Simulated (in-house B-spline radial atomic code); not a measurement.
Computed with a B-spline radial atomic code. Model: two electrons, singlet ground state, non-relativistic, full CI in B-splines with partial waves to l = 8 (at full coupling up to 3e-4 hartree above the limit, correlation up to 0.6 % small), density held at that of full coupling by Lieb maximisation.

W(λ) is the mean repulsion in the state of coupling λ less the Hartree energy of the fixed density. Its start is exact exchange, its initial slope is twice the second-order Görling-Levy correlation energy, and its area from 0 to 1 is E_xc. A straight curve means weak, dynamic correlation, and a curve that drops fast and flattens means strong correlation.

Command:
```bash
python run_ac.py task.json out
```
Settings (lengths in bohr, energies in hartree):
```
potential              harmonic
strength               1.85
lmax                   8
```

Time taken, with all properties: 8.4 s on 1 thread of Intel(R) Xeon(R) Processor @ 2.30GHz, on a shared host.

**W = mean repulsion less Hartree energy, and W of three functionals.**

Given: confinement harmonic well; well frequency 1.85 hartree; external potential omega^2 r^2/2.

Computed: LDA exchange minus exact 149.37 millihartree; SCAN exchange minus exact 2.9457 millihartree.

| coupling | W xc (hartree) | W xc minus exchange (millihartree) | kinetic minus Kohn-Sham (millihartree) | LDA (PW92) W minus its exchange (millihartree) | PBE W minus its exchange (millihartree) | SCAN W minus its exchange (millihartree) |
| --- | --- | --- | --- | --- | --- | --- |
| 0 | -1.0327 | 0 | 0 | 0 | 0 | 0 |
| 0.02 | -1.0347 | -1.993 | 0.02 | -12.06 | -3.28 | -1.9 |
| 0.05 | -1.0376 | -4.949 | 0.12 | -24.7 | -8 | -4.69 |
| 0.12 | -1.0444 | -11.689 | 0.69 | -47.3 | -18.31 | -10.97 |
| 0.25 | -1.0563 | -23.65 | 2.9 | -78.87 | -35.5 | -22 |
| 0.4 | -1.0693 | -36.611 | 7.1 | -107.35 | -53.07 | -33.88 |
| 0.6 | -1.0853 | -52.608 | 15.08 | -138.14 | -73.76 | -48.55 |
| 0.8 | -1.1 | -67.281 | 25.33 | -163.76 | -92.09 | -62.08 |
| 1 | -1.1135 | -80.767 | 37.45 | -185.86 | -108.58 | -74.61 |
| 1.4 | ? | ? | ? | ? | ? | ? |
| 2 | -1.167 | -134.29 | 116.03 | -266 | -172.56 | -125.9 |
| 3 | -1.2045 | -171.78 | 208.74 | -319.17 | -217.78 | -163.94 |
| 4.5 | ? | ? | ? | ? | ? | ? |
| 7 | -1.2838 | -251.16 | 581.03 | -434.58 | -320.85 | -251.38 |
| 10 | -1.3135 | -280.79 | 829.46 | -481.09 | -363.7 | -285.47 |

Problem. What belongs in the row 1.4?

Solution. W xc (hartree): -1.1374; W xc minus exchange (millihartree): -104.67; kinetic minus Kohn-Sham (millihartree): 66; LDA (PW92) W minus its exchange (millihartree): -222.72; PBE W minus its exchange (millihartree): -137.28; SCAN W minus its exchange (millihartree): -97.15.

Problem. What belongs in the row 4.5?

Solution. W xc (hartree): -1.2433; W xc minus exchange (millihartree): -210.64; kinetic minus Kohn-Sham (millihartree): 352.47; LDA (PW92) W minus its exchange (millihartree): -374.53; PBE W minus its exchange (millihartree): -266.53; SCAN W minus its exchange (millihartree): -205.62.

Problem. What is the PBE exchange minus exact?

Solution. 44.147 millihartree.

**Energy parts, natural occupations and partial-wave weights.**

Computed: total energy 6.5651 hartree; exchange energy -1.0327 hartree; correlation energy -0.043321 hartree; kinetic part of the DFT correlation energy 0.037446 hartree; initial slope twice GL2 -0.10011 hartree; Hartree energy 2.0654 hartree; Kohn-Sham kinetic 2.5311 hartree.

```tsv
natural	occupation of the shell (electrons)
s	1.9839
p	0.0145
s	?
d	0.00053567
p	0.00011237
f	6.7287e-05
```

Problem. What belongs in the row s?

Solution. occupation of the shell (electrons): 0.00080282.

| wave | weight |
| --- | --- |
| s | 0.99236 |
| p | 0.0073094 |
| d | ? |
| f | 3.7076e-05 |
| g | 8.3334e-06 |

Problem. What belongs in the row d?

Solution. weight: 0.00028003.

Problem. What is the Lieb Oxford ratio E_xc over LDA exchange?

Solution. 1.2181.

Problem. What is the kinetic part over minus potential part?

Solution. 0.46363.

Half-way to full coupling W has made 55 % of its drop, against 50 % for a straight line, and second-order (GL2) theory, half the initial slope, overshoots the correlation energy by about 16 %: a moderate bend, as in light atoms. Over couplings 0 to 1 the errors in E_xc come to about +78 millihartree for LDA, +27 millihartree for PBE, +6.2 millihartree for SCAN, so SCAN is nearest. In LDA and PBE the errors of exchange and correlation have opposite signs, so the sum is smaller than the larger of the two.
